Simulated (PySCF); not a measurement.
Identify the compound

The spectra below were simulated for a compound C7H5NSi.

1H NMR (600 MHz, computed): δ 7.72 (d, 1H), 7.23 (d, 1H), 4.23 (m, 1H), 2.04 (d, 1H), 1.01 (m, 1H).

13C{1H} NMR (computed): δ 124.1, 122.4, 121.0, 107.0, 81.8, 22.5, 2.7.

[PySCF 2.14.0 with density-fitted response routines: PBE0/pcSseg-1 with gauge-including orbitals; coordinates at the GFN2-xTB level; no solvent model; a single conformation; no relativistic terms]

Shifts are taken against calculated references (same method and geometry level): 1H (σ = 31.72 ppm) and 13C (σ = 186.93 ppm) against TMS.

**Question.** Which candidate is it?
A. C#CC#C/C([SiH3])=C\C#N
B. C#C/C=C(\C#C)[SiH2]C#N
C. C#CC1=C[SiH2]C(C#N)=C1
D. C#C[Si@@H]1[C@H](C#N)C12C=C2
E. C#CC#C/C([SiH3])=C/C#N

**Answer.** D. 

- Rings plus π bonds: 7 (2 rings in the answer).
- 7 carbon signals for 7 carbons: no two carbons are equivalent.
- Carbon types of the structure: 3 × C, 4 × CH, leaving 1 H on heteroatoms.
- δC 124.1: nitrile carbon; C≡N carbons fall here, among the sp2 signals but without a proton.
- δC 122.4, 121.0: alkene CH; as expected for a trigonal carbon in a double bond.
- δC 107.0: terminal alkyne carbon.
- δC 81.8: alkyne carbon; the triple bond shields along its axis, which puts it between sp3 and sp2 carbons.
- δC 22.5, 2.7: three-membered-ring carbon; carbons of three-membered rings are unusually shielded.

The others: C#C/C=C(\C#C)[SiH2]C#N would give 4 signals for carbon-bound and other non-exchanging H, not 5; C#CC#C/C([SiH3])=C/C#N would give 3 signals for carbon-bound and other non-exchanging H, not 5; C#CC1=C[SiH2]C(C#N)=C1 would give 4 signals for carbon-bound and other non-exchanging H, not 5; C#CC#C/C([SiH3])=C\C#N would give 3 signals for carbon-bound and other non-exchanging H, not 5.

Shifts are as computed. Against solution values, carbons near 30 ppm lie about +3 ppm off and those near 130 ppm about +5 ppm. Of 1309 compounds with measured shifts, 239 miss one by over three times the rms of a fit or turn the order of signals round; such compounds aren't used in these exercises. No couplings were computed; multiplicities are counted from neighbouring protons, with m where these are inequivalent, close in shift, in a saturated or five-membered ring or joined by F or P, and br s for small geminal =CH2 splittings.
